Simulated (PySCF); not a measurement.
Structure from 2D NMR

Compound of formula C5H6F2O. Correlations simulated from computed shifts and couplings:

HSQC (one-bond C–H):
```
  δH     δC  1J(C,H) (Hz)
7.02  137.2           165
5.97  121.1           218
5.90  141.8           190
5.39  123.9           172
5.39  123.9           165
5.36  118.5           166
```

COSY cross peaks (|J| ≥ 2 Hz):
```
  δH    δH  abs. J (Hz)  bonds
7.02  5.39         11.8      3
7.02  5.39         18.6      3
7.02  5.36         12.4      3
5.90  5.36          7.6      3
```

HMBC (two and three bonds, |J| ≥ 2.5 Hz):
```
  δH                      δC [abs. J in Hz]
7.02               141.8 [4.5], 118.5 [4.4]
5.97                            141.8 [3.3]
5.90  137.2 [8.2], 121.1 [5.9], 118.5 [7.3]
5.39                           118.5 [14.7]
5.39                            118.5 [9.7]
5.36               141.8 [8.5], 123.9 [5.9]
```

[PySCF 2.14.0 with density-fitted response routines: B3LYP/pcJ-1 coupling constants (spin–dipole term only in couplings to heteroatoms); σ from GIAO-PBE0/pcSseg-1; coordinates at the PBE0-D3(BJ)/def2-SVP level; no solvent; equivalent nuclei averaged; no relativistic terms; one computed conformer]

Shifts are taken against calculated references (same method and geometry level): TMS for 1H (σref 31.27), 13C (σref 184.41).

Exchangeable hydrogens are left out of these lists, and C,H couplings along chains are those of one rotamer, so weak HMBC peaks may be missing or extra.

Q: Work out the connectivity.

A: `C=C/C=C\OC(F)F`.

Numbering as in the mapped SMILES `[CH2:1]=[CH:2]/[CH:3]=[CH:4]\[O:5][CH:6]([F:7])[F:8]` (H(Xn): hydrogen on atom n). Ha(C1) is cis to C3; Hb(C1) is trans to C3.

- δC 141.8 is C4, an alkene carbon bearing oxygen (δH 5.90).
- δC 137.2 is C2, an alkene CH (δH 7.02).
- δC 123.9 is C1, a terminal =CH2 carbon (δH 5.39).
- δC 121.1 is C6, an sp3 CH bonded to 2 F and O (δH 5.97).
- δC 118.5 is C3, a β carbon of an enol-ether or enamine type C=C (δH 5.36).
- COSY links 7.02–5.39, 7.02–5.39, 7.02–5.36, 5.90–5.36.

The shifts were computed for this structure.

Common functionals overestimate the size of one-bond C–F couplings by tens of Hz; these are unscaled. Unscaled 3J(H,H) at this level run about 10 % above measured values. Shifts are as computed. Against solution values, carbons near 30 ppm lie about +2 ppm off and those near 130 ppm about +5 ppm. Of 1211 compounds with measured shifts, 218 miss one by over three times the rms of a fit or turn the order of signals round; such compounds aren't used in these exercises.
